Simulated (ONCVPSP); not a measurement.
## bismuth: ONCV pseudisation with PBE, scalar-relativistic reference atom.

ONCVPSP 4.0.1 input, shortened (lines: element, Z, core and valence counts, functional; n l f; lmax; l rc ep ncon nbas qcut; lloc lpopt rc5 dvloc0; l nproj debl; icmod fcfact rcfact), PBE, scalar-relativistic:

```
  Bi 83.00   10    5        4      upf
    1    0    2.00
    2    0    2.00
    2    1    6.00
    3    0    2.00
    3    1    6.00
    3    2   10.00
    4    0    2.00
    4    1    6.00
    4    2   10.00
    4    3   14.00
    5    0    2.00
    5    1    6.00
    5    2   10.00
    6    0    2.00
    6    1    1.00
    3
    0    1.10    0.00    4    8   10.80
    1    1.40    0.00    4    9   10.60
    2    1.20    0.00    3    6    7.70
    3    1.50    0.12    4    8    6.60
    4    5    0.95    3.00
    0    2    2.00
    1    2    2.00
    2    3    3.10
    3    3    2.40
    1    0.25    0.00
```

All-electron outer shells of the reference configuration (PBE, scalar-relativistic, ld1.x):

```
shell  level (eV)  outermost node (bohr)  outermost maximum (bohr)
   4d     -447.68                   0.19                      0.38
   5s     -175.36                   0.44                      0.77
   4f     -170.21                      –                      0.34
   5p     -113.42                   0.48                      0.86
   5d      -44.53                   0.51                      1.03
   6s      -30.71                   0.98                      1.83
   6p      -19.19                   1.14                      2.27
```

(1) Does this generation succeed?

Answers

(1) No. ONCVPSP 4.0.1 stopped with "ERROR pspot: first pseudo wave function has node, program will stop": the optimised pseudo-wave of the first projector has a node, so the radial equation cannot be inverted for a potential. It happened in the s channel.
